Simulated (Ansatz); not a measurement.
Geometry optimisation, RHF/def2-SVP in Ansatz 0.2.0.

The input (input.yaml):

```yaml
crystal:
  periodic: [false, false, false]
  atoms:
    - { symbol: Sn, position_ang: [-1.4525, -0.1066, 0.3485] }
    - { symbol: S, position_ang: [0.8784, -1.3286, 1.4403] }
    - { symbol: H, position_ang: [-2.0455, -1.0878, -0.885] }
    - { symbol: H, position_ang: [-2.3912, -0.3826, 1.7774] }
    - { symbol: H, position_ang: [-1.3826, 1.5798, 0.1703] }
    - { symbol: H, position_ang: [1.3608, -0.5763, -0.1205] }
    - { symbol: P, position_ang: [0.7073, 0.43, -1.4802] }
    - { symbol: H, position_ang: [1.2741, -0.2132, 2.0347] }
    - { symbol: H, position_ang: [1.297, 1.5717, -0.9766] }
    - { symbol: H, position_ang: [1.7542, 0.1136, -2.3088] }
basis:
  gaussian: { orbitals: def2-SVP }
hamiltonian:
  xc: hf
relax:
  f_tol: 0.15
  max_steps: 25
  restrain:
    - { distance: [0, 6], at: 3.76, k: 30.0 }
    - { distance: [5, 1], at: 2.66, k: 30.0 }
    - { distance: [0, 1], at: 2.44, k: 30.0 }
    - { distance: [5, 6], at: 1.38, k: 30.0 }
```

Run as:

```bash
$ ansatz run input.yaml --threads 2 --pin off --max-ram 3072MiB --backend cpu --events-out ev --progress --plain --runs-dir out
```

Problem. Where does it end, and by what steps?

Solution. The forces met the threshold. The restraints hold the end off the free minimum. After 12 steps the energy has fallen by 2.955 eV (the restraints' own energy left out); H8 moved furthest, 0.85 Å. Joined: H6–P7 (1.81 → 1.39 Å).

```tsv
step	energy less start (eV)	largest force component (eV/Å)	accepted
0	0.0000	2.013	yes
1	-0.9283	3.496	yes
2	-1.4459	3.818	yes
3	-2.2147	2.580	yes
4	-2.8012	0.873	yes
5	-2.9292	0.433	yes
6	-2.9087	0.675	no
7	-2.9371	0.489	yes
8	-2.9417	0.514	yes
9	-2.9447	0.534	yes
10	-2.9490	0.396	yes
11	-2.9527	0.580	yes
12	-2.9548	0.539	yes
```

```xyz
10
Properties=species:S:1:pos:R:3
Sn -1.537 -0.275 0.762
S 0.534 -1.318 1.524
H -2.019 -1.175 -0.595
H -2.685 -0.385 2.023
H -1.227 1.362 0.404
H 1.456 -0.114 -0.675
P 1.057 0.509 -1.856
H 0.704 -0.513 2.583
H 1.552 1.792 -1.533
H 2.165 0.114 -2.637
```

The run took 31 s on 2 threads of Intel(R) Xeon(R) Platinum 8259CL CPU @ 2.50GHz (Skylake/Cascade Lake) (shared host), peak memory 0.23 GiB.
